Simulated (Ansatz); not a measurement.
Bonds to the group Y in Y-Sn(OH)3. Isolated molecules, 0 K electronic values unless said otherwise. Each species was relaxed from one start; no search for lower structures was made at this level. In the def2 sets, heavy atoms carry core potentials. Strings in code marks are SMILES.

The HOMO from two functionals at the same geometries (PBE0-D3(BJ)/def2-SVP), both in Ansatz (a program for electronic structure): PBE-D3(BJ)/def2-TZVP and B3LYP-D3(BJ)/def2-TZVP. B3LYP has the VWN-RPA correlation part, as in Gaussian. 

```csv
species,PBE-D3(BJ)/def2-TZVP (eV)
Y = n-butyl (`C([CH2][Sn]([OH])([OH])[OH])CC`),-6.57
Y = tert-butyl (`[Sn]([OH])([OH])([OH])[C](C)(C)C`),-6.32
Y = benzyl (`[OH][Sn]([OH])([OH])[CH2]c1ccccc1`),-6.10
Y = but-3-enyl (`C=CC[CH2][Sn]([OH])([OH])[OH]`),-6.46
```

Task: What does B3LYP-D3(BJ)/def2-TZVP give for each?

Result: 
- Y = n-butyl (`C([CH2][Sn]([OH])([OH])[OH])CC`): -7.81
- Y = tert-butyl (`[Sn]([OH])([OH])([OH])[C](C)(C)C`): -7.43
- Y = benzyl (`[OH][Sn]([OH])([OH])[CH2]c1ccccc1`): -6.88
- Y = but-3-enyl (`C=CC[CH2][Sn]([OH])([OH])[OH]`): -7.40
Over these rows, drawn at random from the members with no instability flagged (it was tested for open shells, ions and some series alone), PBE minus B3LYP-D3(BJ): mean +1.02 eV, from +0.78 eV to +1.24 eV.
